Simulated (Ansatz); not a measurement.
`C=C[N](C)[GeH3]` + `CC=N` → `C/C=[N]\[GeH3]` + `C=CNC`  (ligand exchange at a Ge–N bond)

Gas-phase electronic energies from Ansatz, PBE0-D4/def2-TZVP geometries. CCSD(T)/CBS adds triple-zeta CCSD(T) − MP2 to the extrapolated MP2 energy (def2 sets, frozen cores). Functionals use def2-TZVPP. B3LYP here is the variant with VWN-RPA as its local correlation; programs differ in this. For Ge outer-core shells are correlated without core-valence functions, which leaves a few kJ/mol of doubt a bond. Scalar relativity is left out up to krypton. One conformer a species, not always the lowest.

```
             level  ΔE (kJ/mol)  difference from CCSD(T)/CBS
            PBE-D4         14.0                         -7.4
          B3LYP-D4         15.6                         -5.8
           ωB97X-V         18.3                         -3.1
            B2PLYP         16.5                         -4.9
              PBE0         13.7                         -7.7
     HF/def2-TZVPP         12.4                         -9.0
   CCSD/def2-TZVPP         22.7                          1.3
CCSD(T)/def2-TZVPP         23.6                          2.2
SCS-MP2/def2-QZVPP         22.2                          0.8
    CCSD/CBS(def2)         20.5                         -0.9
       CCSD(T)/CBS         21.4                            0
```

Largest T1 diagnostic among the species: 0.013.

In def2-TZVPP, CCSD(T) changes the Hartree–Fock value by +11.2 kJ/mol (the triples alone add +0.9 kJ/mol) and MP2 by +13.0 kJ/mol. The D4 term adds +4.4 kJ/mol with B3LYP and +2.4 kJ/mol with PBE0; it sums over pairs of atoms, weighted by their polarisabilities, and B3LYP, whose exchange is more repulsive, gets the larger term.

CCSD(T)/CBS has its own doubt, a few kJ/mol and more with outer-core shells, so smaller differences from it don't rank the levels.
